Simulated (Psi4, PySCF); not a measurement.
PySCF was given this input:
```python
from pyscf import gto, scf, cc

mol = gto.Mole()
mol.atom = '''
    C     1.23129600   -0.25669769   -0.09655273
    C    -0.05799116    0.17393746    0.49940779
    N    -1.20100732    0.14966202   -0.31016964
    H     1.64723200    0.48863493   -0.78864494
    H     1.96813276   -0.42204686    0.68733552
    H     1.10338449   -1.18365188   -0.65721155
    H    -0.05524989    0.94758192    1.24931036
    H    -2.06668125    0.26362547    0.19896649
    H    -1.22959588   -0.64521633   -0.93569883
'''
mol.basis = '6-31g*'
mol.spin = 1
mol.verbose = 4
mol.build()

mf = scf.UHF(mol)
mf.kernel()

mycc = cc.CCSD(mf, frozen=3)
mycc.kernel()
et = mycc.ccsd_t()
print('E(CCSD(T)) = %.10f' % (mycc.e_tot + et))
```

Write the same job for Psi4.

This is not unique; one that fits is 
```
memory 2 GB

molecule {
0 2
  C     1.23129600   -0.25669769   -0.09655273
  C    -0.05799116    0.17393746    0.49940779
  N    -1.20100732    0.14966202   -0.31016964
  H     1.64723200    0.48863493   -0.78864494
  H     1.96813276   -0.42204686    0.68733552
  H     1.10338449   -1.18365188   -0.65721155
  H    -0.05524989    0.94758192    1.24931036
  H    -2.06668125    0.26362547    0.19896649
  H    -1.22959588   -0.64521633   -0.93569883
}

set basis 6-31g*
set reference uhf
set freeze_core true
set mp2_type conv
set scf_type pk
set puream true
set d_convergence 1e-8

energy('ccsd(t)')
print_variables()
```

Both were run: PySCF gave -134.075617 Eh and Psi4 -134.075617 Eh, 0.000 mEh apart.
